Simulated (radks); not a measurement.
The numbers below are computed, except where a source is named.
Charge is removed step by step from the 3p down level of Sc2+, starting from [Ne] 3s2 3p(up 3, down 3) 3d1. Level of theory: scalar-relativistic Kohn-Sham, LDA (Slater exchange, Perdew-Wang correlation), spin-polarised, spherical densities, finite nucleus; open shells are filled with parallel spins first; Fermi nuclear charge, rms radius 3.5459 fm (a radial shooting solver on a logarithmic mesh with Libxc functionals).

| removed (e) | E - E(0) (eV) | eigenvalue (eV) | E minus straight line (eV) |
|---|---|---|---|
| 0 | 0.000 | -48.503 | 0.000 |
| 0.1 | 4.926 | -50.035 | -0.714 |
| 0.2 | 10.006 | -51.586 | -1.273 |
| 0.3 | 15.242 | -53.155 | -1.676 |
| 0.4 | 20.636 | -54.741 | -1.922 |
| 0.5 | 26.189 | -56.342 | -2.008 |
| 0.6 | 31.904 | -57.957 | -1.934 |
| 0.7 | 37.780 | -59.587 | -1.697 |
| 0.8 | 43.820 | -61.230 | -1.297 |
| 0.9 | 50.025 | -62.885 | -0.731 |
| 1 | 56.396 | -64.552 | 0.000 |

Removing the whole electron costs 56.396 eV by Delta-SCF, against 48.503 eV from minus the eigenvalue at the starting occupation. Slater's transition state (half an electron removed) gives 56.342 eV. Integrating minus the eigenvalue over the occupation (Janak's theorem) gives 56.403 eV. In this scalar-relativistic scheme the density is built from large components alone, so the theorem holds only approximately. The mean slope of the eigenvalue, de/dn, is 16.0 eV per electron.
